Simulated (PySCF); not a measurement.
Gas-phase equilibrium of 1 mol GeCl₄, 15 mol H₂ at 1000 K and 0.0100 bar, among 17 species (GeH₄, Ge₂H₆, GeH₃Cl, HCl, GeCl₃, H, H₂, Ge₃H₈, GeHCl₃, GeH₃, GeCl₄, Cl, Cl₂, GeCl₂, GeHCl, GeH₂, GeH₂Cl₂). Only gases are allowed; each row takes one source of thermochemistry for all species, and Cantera finds the minimum.

Energies from PySCF, thermal terms from the rigid-rotor harmonic-oscillator model, ideal gas at 1 bar. † marks an energy on the PBE0/def2-TZVP geometry and frequencies. MP2 freezes the core. Open shells (unrestricted) among the columns below: H (multiplicity 2), Cl (multiplicity 2, electronic degeneracy 6); the rest are closed-shell singlets. Spin-orbit splitting is ignored; it lowers the true energy and changes the entropy of Cl. Ge: all electrons, no relativistic terms. GeHCl: computed as isolated molecules; such fragments, hydroxides, amides, oligomers or adducts are transient or little studied in the gas. MP2 isn't extrapolated to the basis-set limit. The harmonic model lacks anharmonicity and excited electronic states, which grow with temperature; levels with a mode under 35 cm⁻¹ are left out.

Molecules larger than those listed are left out, and so are free Ge atoms, whose spin-orbit terms are large.

Mole fractions:

```json
[
 {"thermochemistry": "HF/def2-TZVP†", "x H₂": "0.82", "x HCl": "0.12", "x GeCl₂": "0.059", "x GeCl₄": "2.8e-7", "x Cl": "2.1e-5", "x GeHCl": "1.7e-5", "x H": "1.5e-5", "x GeHCl₃": "1.3e-6"},
 {"thermochemistry": "M06-2X/def2-TZVP†", "x H₂": "0.82", "x HCl": "0.12", "x GeCl₂": "0.059", "x GeCl₄": "2.4e-5", "x Cl": "5.2e-9", "x GeHCl": "4.9e-7", "x H": "3.1e-8", "x GeHCl₃": "3.7e-6"},
 {"thermochemistry": "MP2/def2-SVP†", "x H₂": "0.82", "x HCl": "0.12", "x GeCl₂": "0.059", "x GeCl₄": "1.6e-5", "x Cl": "1.8e-8", "x GeHCl": "4.8e-6", "x H": "3.6e-7", "x GeHCl₃": "1.2e-5"},
 {"thermochemistry": "PBE/def2-TZVP†", "x H₂": "0.82", "x HCl": "0.12", "x GeCl₂": "0.059", "x GeCl₄": "3.4e-8", "x Cl": "1.6e-9", "x GeHCl": "7.0e-7", "x H": "7.3e-8", "x GeHCl₃": "3.7e-8"},
 {"thermochemistry": "r2SCAN/def2-TZVP†", "x H₂": "0.82", "x HCl": "0.12", "x GeCl₂": "0.059", "x GeCl₄": "3.0e-6", "x Cl": "3.7e-9", "x GeHCl": "4.5e-7", "x H": "3.6e-8", "x GeHCl₃": "1.3e-6"}
]
```
The most sensitive of these is Cl: it spans a factor of 10^4.1 over these rows; at this temperature one factor of ten is RT ln 10 = 19 kJ/mol.
